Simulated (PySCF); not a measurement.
# B3LYP on S²⁺ (sulfur, charge +2)

Configuration: [Ne] 3s2 3p2, high-spin 3P determinant. Computed with PySCF 2.14 in cc-pV(D+d)Z (4s3p2d, 23 functions), with the non-relativistic Hamiltonian (point nucleus).

```json
{"Total energy": "-396.8840 hartree", "One-electron energy": "-535.1424 hartree", "Hartree (Coulomb) energy": "163.2060 hartree", "Exchange-correlation energy": "-24.9475 hartree", "Kinetic energy": "395.91586 hartree", "⟨S²⟩": "2.0030", "⟨L²⟩": "2.010", "Sum of ⟨r⟩": "10.51 bohr", "Sum of ⟨r²⟩": "15.14 bohr²", "Traceless quadrupole moment −½Σ⟨3z² − r²⟩ along its main axis": "1.39 e·bohr²", "Density at the nucleus (Gaussians lack the cusp)": "2600 bohr⁻³", "Spin density at the nucleus": "0.245 bohr⁻³", "Langevin diamagnetic susceptibility": "-12.0 ×10⁻⁶ cm³/mol", "Time after the integrals": "0.12 s of wall time on 1 thread of Neoverse-V1 (shared host)"}
```

```csv
shell,electrons,mean orbital energy (hartree),spread (hartree),"rms radius, mean of both spins (bohr)"
1s α,1,-89.92528,0,0.113
1s β,1,-89.91095,0,0.113
2s α,1,-8.95033,0,0.522
2s β,1,-8.93595,0,0.522
2p α,3,-6.91586,0.00632,0.494
2p β,3,-6.89437,0.02669,0.494
3s α,1,-1.54214,0,1.71
3s β,1,-1.43363,0,1.71
3p α,2,-1.10809,0,1.91
```
